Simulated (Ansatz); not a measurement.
`O=C[SeH]` + PH₃ → `P[SeH]` + `C=O` at 500 K and 1 bar (ligand exchange at the Se–C bond).

Program: Ansatz. Geometries: PBE0-D4/def2-TZVP. ΔE: electronic, gas phase. CBS: MP2 limit from def2 TZ/QZ plus the TZ coupled-cluster correction, frozen cores. This one scheme is used for every species. For Se outer-core shells are correlated without core-valence functions, which leaves a few kJ/mol of doubt a bond. Scalar relativity is left out up to krypton. One conformer a species, not always the lowest.

```json
{"species": "`O=C[SeH]`", "CCSD(T)/CBS energy (Eh)": "-2515.10866", "H − E (kJ/mol)": "94.8", "S (J/(mol·K))": "311.2"}
{"species": "PH₃", "CCSD(T)/CBS energy (Eh)": "-342.72256", "H − E (kJ/mol)": "81.5", "S (J/(mol·K))": "231.4"}
{"species": "`P[SeH]`", "CCSD(T)/CBS energy (Eh)": "-2743.44381", "H − E (kJ/mol)": "93.6", "S (J/(mol·K))": "313.2"}
{"species": "`C=O`", "CCSD(T)/CBS energy (Eh)": "-114.39408", "H − E (kJ/mol)": "87.9", "S (J/(mol·K))": "238.5"}
```

H − E and S are ideal-gas, rigid-rotor, harmonic terms from PBE0-D4/def2-TZVP, for one conformer and one mirror image of each species. 1 Eh = 2625.50 kJ/mol, R = 8.31446 J/(mol·K).

By hand: ΔE, ΔH, ΔS and ΔG.

ΔE = (-2743.44381) + (-114.39408) − (-2515.10866) − (-342.72256) = -0.00667 Eh = -17.5 kJ/mol. Δ(H − E) = 93.6 + 87.9 − 94.8 − 81.5 = 5.2, so ΔH = -12.3 kJ/mol. ΔS = 313.2 + 238.5 − 311.2 − 231.4 = 9.1 J/(mol·K). ΔG = -12.3 − 500 × (9.1)/1000 = -16.9 kJ/mol.

By hand: the equilibrium constant, and the temperature at which ΔG would vanish if ΔH and ΔS stayed fixed.

log₁₀ K = −ΔG/(RT ln 10) = 1.8. ΔH and −TΔS have one sign here, so there is no such temperature.

TΔS isn't small against ΔH here. A doubt of 5 kJ/mol in ΔE shifts log₁₀ K by 0.5 here. Other conformers and mirror images would add mixing entropy, several J/(mol·K) or more a flexible species. These are equilibria of isolated gas molecules and say nothing of rates. Largest T1 diagnostic: 0.015 (customary marks: 0.02 for closed shells, 0.045 for open ones).

ΔS is within the doubt of such terms, so its sign, and with it that verdict, could turn.
